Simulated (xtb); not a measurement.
NbCl5, SMILES [Cl][Nb]([Cl])([Cl])([Cl])[Cl], multiplicity 1. All values are semi-empirical tight-binding results from xtb (GFN2-xTB unless named), good for trends rather than for accurate numbers. Geometry optimised at GFN2-xTB. The spin state was assumed, not searched. The isomer is the one that the SMILES or the coordinates give; other isomers of the formula were not compared.

For metal compounds this method's bond lengths and energies can be far off.

Computed properties:
```json
{
  "point_group_as_xtb_finds_it": "D3h",
  "orbital_gap": "2.31 eV",
  "zero_point_energy": "3.2 kcal/mol",
  "G − E(el) at 298.15 K (modified RRHO)": "-19.7 kcal/mol"
}
```
